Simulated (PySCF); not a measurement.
## Static response to an electric field

Compound: C₆H₁₂O.
SMILES with atom numbers: `[CH3:1][O:2][C:3]([CH3:4])=[C:5]([CH3:6])[CH3:7]` (hydrogens: H8, H9, H10 on C1; H11, H12, H13 on C4; H14, H15, H16 on C6; H17, H18, H19 on C7)

Structure used (GFN2-xTB), in Å, numbered top down from 1:
```xyz
19
C6H12O angstrom
C      2.4451   -0.2493    0.6794
O      1.1449    0.0410    1.1371
C      0.2301    0.3887    0.1522
C      0.5715    1.5841   -0.6973
C     -0.9075   -0.2976    0.0351
C     -1.2283   -1.4702    0.9126
C     -1.9607    0.0858   -0.9669
H      3.0231   -0.5183    1.5625
H      2.4383   -1.0939   -0.0197
H      2.9166    0.6100    0.1912
H      0.9787    1.2828   -1.6634
H     -0.3172    2.1837   -0.8753
H      1.3057    2.2035   -0.1871
H     -0.4174   -1.6542    1.6106
H     -1.3908   -2.3620    0.3069
H     -2.1402   -1.2767    1.4767
H     -2.4594    1.0097   -0.6723
H     -1.5304    0.2388   -1.9552
H     -2.7119   -0.6967   -1.0346
```

Level: CAM-B3LYP/def2-SVPD (PySCF), static field, nuclei fixed, core orbitals frozen in the response. The polarisability tensor in these axes (au):

```
x   94.10  8.96  5.12
y    8.96 75.60 -6.92
z    5.12 -6.92 68.80
```

Problem. Give the principal values, the mean and the anisotropy Δα = √{½[(α1 − α2)² + (α2 − α3)² + (α1 − α3)²]}.

Solution. Principal values 61.81, 78.78 and 97.91 au; mean 79.50 au = 11.78 Å³ = 13.11 × 10⁻⁴⁰ C²·m²/J; Δα = 31.27 au (39 % of the mean).

Problem. What is the dipole moment, and where does it point?

Solution. (0.53, 0.14, -1.22) D, 1.34 D in size, pointing from the negative to the positive side. Measured along this direction, the outermost atoms are H16 at the negative end and H11 at the positive end.

Problem. Give the eigenvalues of the traceless quadrupole moment Θ = ½Σq(3rr − r²1), origin at the centre of nuclear charge.

Solution. -4.46, -0.24, 4.71 D·Å. The values depend on the origin, since the dipole doesn't vanish. The electronic extent ⟨r²⟩ about the same centre is 923 bohr², a root-mean-square distance of 2.15 Å for the 56 electrons.

Problem. Give the principal axes and the span of the nuclei along them.

Solution. Largest value along (0.93, 0.35, 0.08), where the nuclei span 5.81 Å; middle along (-0.22, 0.74, -0.63), 4.40 Å; least along (-0.28, 0.57, 0.77), 2.34 Å. The response follows the extents in order.

Problem. Molar refractivity from α?

Solution. Lorentz–Lorenz: R = (4π/3)N_A α = 2.5225 cm³/(mol·Å³) × 11.78 Å³ = 29.7 cm³/mol, in the limit of long wavelengths.

Problem. Refractivity n − 1 of an ideal gas of it at 273.15 K and 1 atm, from the electronic α?

Solution. N = p/kT = 2.6868 × 10¹⁹ cm⁻³, so n − 1 = 2π × N × 11.78 × 10⁻²⁴ cm³ = 1989 × 10⁻⁶ at long wavelengths.

Problem. Find the Langevin capture rate constant for O2+ (31.990 u) meeting this molecule (100.089 u), k = 2.342 × 10⁻⁹ cm³/s × √(α in Å³ / reduced mass in u).

Solution. The reduced mass is 24.24 u, so k = 1.63 × 10⁻⁹ cm³/s. The formula leaves out the permanent dipole, which adds to the capture rate.

One conformer (not necessarily the lowest) at the GFN2-xTB geometry, without solvent, vibrations or thermal averaging.
